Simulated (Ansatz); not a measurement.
`F[SiH](F)Cl` → Cl• + `F[SiH]F`•  (homolysis of the Cl–Si bond)

Isolated molecules relaxed with PBE0-D4/def2-TZVP in Ansatz; ΔE leaves out vibrations. CCSD(T)/CBS is the MP2 limit (def2-TZVPP, def2-QZVPP) plus CCSD(T) − MP2 in def2-TZVPP, frozen cores. This one scheme is used for every species, atoms too. Functionals use def2-TZVPP. No spin–orbit coupling; open shells (•) take unrestricted orbitals. Spin–orbit coupling would lower the free atoms: a little for Cl.

`F[SiH](F)Cl`:

```xyz
5

F    -0.173   -0.685    1.425
Si    0.067    0.051    0.051
F    -0.735    1.408    0.090
Cl   -0.655   -1.096   -1.444
H     1.496    0.323   -0.123
```

`F[SiH]F`•:

Z-matrix (Å, degrees):
```
Si
F 1 1.592
F 1 1.592 2 107.3
H 1 1.493 2 107.6 3 -115.6
```

Question: What is ΔE at CCSD(T)/CBS? (Best estimate.)

Answer: The calculation gave: +505.0 kJ/mol.

Question: What do these levels give: PBE0, r2SCANh, LC-ωPBE, MP2/def2-TZVPP, HF/CBS(def2), MP2/CBS(def2)? (An estimate is asked.)

Answer: The calculation gave: PBE0 485.2, r2SCANh 487.7, LC-ωPBE 480.0, MP2/def2-TZVPP 506.7, HF/CBS(def2) 384.2, MP2/CBS(def2) 523.6 kJ/mol.

Largest T1 diagnostic among the species: 0.014.

At CCSD(T), def2-SVP lies −43.4 kJ/mol from the extrapolated value and def2-TZVPP −16.9 kJ/mol: correlation converges slowly with the basis, and small sets miss more of it in the bonded molecule than in its fragments. In def2-TZVPP, CCSD(T) changes the Hartree–Fock value by +103.6 kJ/mol (the triples alone add +8.9 kJ/mol) and MP2 by +122.3 kJ/mol; breaking electron pairs costs correlation energy, which Hartree–Fock lacks. From r2SCAN to r2SCAN0 (25 % exact exchange), in def2-TZVPP and without D4, ΔE moves by −4.1 kJ/mol: exact exchange takes away binding that semilocal exchange gives to molecules.
